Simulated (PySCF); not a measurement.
Isomers of C4H9BO3, from PBE0-D3(BJ)/def2-SVP geometry optimisation, gas phase in PySCF 2.14.0. One conformer each, no zero-point energy, no frequencies.

Task: Which is lower in electronic energy at this level?
A. `[CH3:1][O:2][C@H:3]1[CH2:4][CH2:5][O:6][BH:7][O:8]1` with C1–O2–C3–C4 176°, O2–C3–C4–C5 67°, C3–C4–C5–O6 53°, C4–C5–O6–B7 -27°, C5–O6–B7–O8 1°: A = 3686, B = 1754, C = 1481 MHz, dipole 2.47 D
B. `[CH3:1][O:2][B:3]([OH:4])[O:5][CH:6]1[CH2:7][CH2:8]1` with C1–O2–B3–O4 -1°, O2–B3–O4–H 179°, O2–B3–O5–C6 0°, B3–O5–C6–C7 -37°: A = 3459, B = 1490, C = 1144 MHz, dipole 0.11 D

Result: B. That is `COB(O)OC1CC1`, 15.9 kcal/mol below the other.

| SMILES | mapped SMILES | E (Eh) | relative (kcal/mol) | relative (kJ/mol) | dipole (D) |
| --- | --- | --- | --- | --- | --- |
| COB(O)OC1CC1 | [CH3:1][O:2][B:3]([OH:4])[O:5][CH:6]1[CH2:7][CH2:8]1 | -407.72228 | 0.0 | 0.0 | 0.11 |
| CO[C@H]1CCOBO1 | [CH3:1][O:2][C@H:3]1[CH2:4][CH2:5][O:6][BH:7][O:8]1 | -407.69696 | 15.9 | 66.5 | 2.47 |

As drawn, the lower has a three-membered ring and an O–H bond, which the higher lacks.
